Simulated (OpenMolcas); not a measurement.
# As⁺: CASPT2 settings compared

| Quantity | Value |
| --- | --- |
| Program | OpenMolcas 26.06 |
| Basis | ANO-RCC-VDZ [5s4p1d] |
| Scalar Hamiltonian | DKH2, point nucleus |
| Active space | 4 electrons in 8 orbitals (4s 4p 5s 5p) |
| State averaging | 2S+1 = 3 even, 3 roots; 2S+1 = 1 even, 9 roots; 2S+1 = 5 odd, 1 root; 2S+1 = 3 odd, 8 roots; 2S+1 = 1 odd, 8 roots |
| Spin-orbit coupling | state interaction with AMFI integrals over the reference wave functions, term energies averaged over their components |

Methods on the same reference wave functions:
A. CASSCF
B. SS-CASPT2, IPEA 0.1 Eh, imaginary shift 0.4 Eh (closed shells correlated: none)
C. XMS-CASPT2, IPEA 0 Eh, sigma1 regulariser 0.5 Eh (closed shells correlated: 3s 3p 3d)
D. XMS-CASPT2, IPEA 0.35 Eh, no level shift (closed shells correlated: 3d)

Energies in cm⁻¹ above 4s² 4p² ³P₀, the measured ground level; measured values from NIST Handbook of Basic Atomic Spectroscopic Data.

```json
{"Level": "4s² 4p² ³P₀", "A": "0.0", "B": "0.0", "C": "0.0", "D": "0.0", "Measured": "0.0"}
{"Level": "4s² 4p² ³P₁", "A": "897", "B": "897", "C": "898", "D": "898", "Measured": "1063"}
{"Level": "4s² 4p² ³P₂", "A": "2226", "B": "2230", "C": "2230", "D": "2230", "Measured": "2541"}
{"Level": "4s² 4p² ¹D₂", "A": "12252", "B": "12250", "C": "12160", "D": "12170", "Measured": "10096"}
{"Level": "4s² 4p² ¹S₀", "A": "21509", "B": "21510", "C": "21450", "D": "21470", "Measured": "22599"}
{"Level": "4s 4p³ ⁵S°₂", "A": "43973", "B": "43970", "C": "44270", "D": "44200", "Measured": "54817"}
```

Deviations, from unrounded energies. A percentage is the sum of absolute deviations over the sum of measured energies, with the sign that they share, or ± where signs differ.

```
                        Against measurement  Levels      A      B      C      D
             mean absolute deviation (cm-1)       5   2900   2900   2800   2900
      fine structure of the ground term (%)       2  -13.4  -13.4  -13.3  -13.4
other terms of the ground configuration (%)       2   ±9.9   ±9.9   ±9.8   ±9.8
                   other configurations (%)       1  -19.8  -19.8  -19.2  -19.4
```

A, B, C, D lie about equally close to measurement. The largest miss of C in the table is 4s 4p³ ⁵S°₂, by -11000 cm-1. The ranking rests on the paired levels alone, and a cruder setting can come out closer through cancelling errors.

Among B to D the level of the table that moves most is 4s 4p³ ⁵S°₂, by 300 cm-1 (lowest in B, highest in C). Moves below CASPT2's spread within the term are not significant.

From A to B the spin-free energies of the other terms of 4s² 4p² shown, above ³P, scale by a factor of 1.00.

The lowest spin-free term lies below A's lowest term by 0.000 hartree in B, 0.003 hartree in C, 0.001 hartree in D.

The run also gave levels led by 4s² 4p 5p, 4s² 4p 5s, which use shells meant for correlation; these and all levels above them are left out. Terms of s pⁿ other than that of highest spin mix with s² pⁿ⁻² d, which this space lacks; all of them can be thousands of cm-1 off, and some have no real level of that name. Without dynamic correlation excited terms often stand tens of per cent too high (terms of higher spin than the ground term too low), and those without a measured partner can miss by more than the paired ones (holds for A). Some terms miss by over 15 % even with CASPT2, which points to a basis or an active space too small for the shells correlated (holds for B; C; D). Measured partners are found by configuration, term and J. A level has none where our copy of the source lacks it or the pairing is in doubt (some pairs that miss far off the trend of their configuration count as doubtful), and it then counts in no deviation. Levels of configurations outside the active space are missing. Levels that lie high or do not pair safely by name in every column are left out.

° marks odd parity.
